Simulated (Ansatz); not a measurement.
Cost and result for the atomization energy of C3H10OSi, SMILES `CCCO[SiH3]` (15 atoms, 14 bonds).

| atom | x (Å) | y (Å) | z (Å) |
| --- | --- | --- | --- |
| C1 | 1.875 | 0.234 | 1.511 |
| C2 | 0.448 | 0.557 | 1.105 |
| C3 | 0.054 | -0.139 | -0.177 |
| O4 | -1.278 | 0.194 | -0.512 |
| Si5 | -2.025 | -0.399 | -1.847 |
| H6 | 2.011 | -0.839 | 1.672 |
| H7 | 2.146 | 0.743 | 2.438 |
| H8 | 2.588 | 0.547 | 0.743 |
| H9 | 0.323 | 1.635 | 0.967 |
| H10 | -0.251 | 0.258 | 1.891 |
| H11 | 0.152 | -1.228 | -0.056 |
| H12 | 0.733 | 0.160 | -0.988 |
| H13 | -3.391 | 0.173 | -1.856 |
| H14 | -1.294 | -0.007 | -3.086 |
| H15 | -2.090 | -1.888 | -1.806 |

Total charge 0; spin multiplicity 1. All single points use the PBE0-D4/def2-TZVP geometry. It is one conformer, not always the lowest. Program: Ansatz. All runs use 4 threads of an Arm Neoverse V2 on a shared host. Times are those of one run each, without the atoms' runs, and a repeat can differ threefold. Electronic energies, without spin–orbit coupling; frozen cores. CCSD(T)/CBS adds CCSD(T) − MP2 in def2-TZVPP to the MP2 limit, and its time is that of the two runs behind it. T1 = 0.010. B3LYP takes the VWN-RPA correlation (the form of Gaussian; ORCA's B3LYP/G).

CCSD(T)/CBS is a level of theory with its own doubt, some kJ/mol a heavy atom from the limit and from the frozen cores, so smaller differences don't rank the functionals.

```
                             level  functions  wall time  atomization (kJ/mol)  difference from CCSD(T)/CBS  per bond
   PBE-D4/def2-TZVPP (with forces)        306      2.6 s                5639.0                         44.4       3.2
                PBE0-D4/def2-TZVPP        306        3 s                5579.9                        -14.7      -1.1
 B3LYP-D4/def2-TZVPP (with forces)        306      4.8 s                5589.0                         -5.6      -0.4
r2SCAN-D4/def2-TZVPP (with forces)        306      4.9 s                5590.1                         -4.5      -0.3
                 B2PLYP/def2-TZVPP        306      5.5 s                5533.5                        -61.1      -4.4
                ωB97X-V/def2-TZVPP        306        8 s                5603.7                          9.1       0.7
  ωB97M-V/def2-TZVPP (with forces)        306       12 s                5600.3                          5.7       0.4
                    MP2/def2-QZVPP        598       30 s                5584.5                        -10.1      -0.7
                CCSD(T)/def2-TZVPP        306     12 min                5468.3                       -126.3      -9.0
                 CCSD(T)/CBS(def2)          –     13 min                5594.6                          0.0       0.0
```

In def2-TZVPP, CCSD(T) changes the Hartree–Fock value by +1258.0 kJ/mol (the triples alone add +60.1 kJ/mol) and MP2 by +1299.2 kJ/mol; breaking electron pairs costs correlation energy, which Hartree–Fock lacks. The D4 term adds +41.5 kJ/mol with B3LYP and +22.0 kJ/mol with PBE0; it sums over pairs of atoms, weighted by their polarisabilities, and B3LYP, whose exchange is more repulsive, gets the larger term. From PBE to PBE0 (25 % exact exchange), in def2-TZVPP and without D4, the atomization energy moves by −55.0 kJ/mol: exact exchange takes away binding that semilocal exchange gives to molecules.
